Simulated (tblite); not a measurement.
Compound: C5H9PS.
Numbering: `[CH3:1][C:2]1=[CH:3][CH2:4][CH2:5][P@@H:6]1=[S:7]` (hydrogens: H8, H9, H10 on C1; H11 on C3; H12, H13 on C4; H14, H15 on C5; H16 on P6)

Structure optimised with GFN2-xTB, isolated species.

Problem. Give the optimised bond lengths and angles.

Solution. 
| bond | length (bohr) | order |
| --- | --- | --- |
| C1–C2 | 2.810 | single |
| C2=C3 | 2.513 | double |
| C3–C4 | 2.835 | single |
| C4–C5 | 2.898 | single |
| C5–P6 | 3.488 | single |
| P6=S7 | 3.646 | double |
| C2–P6 | 3.443 | single |
| C1–H8, C1–H9, C1–H10 | 2.059 | single |
| C3–H11 | 2.041 | single |
| C4–H12 | 2.068 | single |
| C4–H13 | 2.064 | single |
| C5–H14 | 2.069 | single |
| C5–H15 | 2.061 | single |
| P6–H16 | 2.655 | single |

Bonds in one row agree within 0.02 bohr and their mean is given. Orders are formal, as drawn. A selection of angles:
| angle | degrees |
| --- | --- |
| C2–C1–H8 | 109.3 |
| C2–C1–H10 | 111.4 |
| H8–C1–H9 | 107.4 |
| H8–C1–H10 | 109.5 |
| C1–C2–C3 | 128.9 |
| C1–C2–P6 | 120.5 |
| C3–C2–P6 | 110.6 |
| C2–C3–C4 | 118.4 |
| C2–C3–H11 | 123.1 |
| C4–C3–H11 | 118.5 |
| C3–C4–C5 | 108.3 |
| C3–C4–H12 | 108.9 |
| C3–C4–H13 | 110.6 |
| C5–C4–H12 | 110.6 |
| C5–C4–H13 | 111.1 |
| H12–C4–H13 | 107.2 |
| C4–C5–P6 | 106.3 |
| C4–C5–H14 | 111.0 |
| C4–C5–H15 | 113.3 |
| P6–C5–H14 | 106.1 |
| P6–C5–H15 | 112.0 |
| H14–C5–H15 | 107.9 |
| C5–P6–S7 | 119.3 |
| C5–P6–H16 | 103.5 |
| S7–P6–H16 | 115.0 |
| C2–P6–C5 | 92.7 |
| C2–P6–S7 | 119.5 |
| C2–P6–H16 | 103.2 |

Torsions: C1–C2–C3–C4 180° (antiperiplanar); C2–C3–C4–C5 15° (synperiplanar); C3–C4–C5–P6 -20° (synperiplanar); C4–C5–P6–S7 143° (anticlinal); C1–C2–P6–C5 169° (antiperiplanar).

The 4 C–C bonds span 1.330 Å (C2=C3, drawn double) to 1.533 Å (C4–C5, drawn single), a spread of 0.203 Å. The C–P distances run from 1.822 Å (C2–P6, drawn single) to 1.846 Å (C5–P6, drawn single), a spread of 0.024 Å. P6 (phosphorus bonded to 2 C, S and H) has angles from 92.7° to 119.5°. The 5-membered ring C2–C3–C4–C5–P6 has internal angles of 92.7° to 118.4° (sum 536°, against 540° for a flat polygon); it is puckered, 0.09 Å rms from its mean plane, widest ring torsion 20°.

Point group: C1 (no symmetry element, even within 0.4 Å). Its GFN2-xTB frequencies are all real (lowest 72 cm⁻¹). One conformer, not necessarily the lowest.

These are computed values.
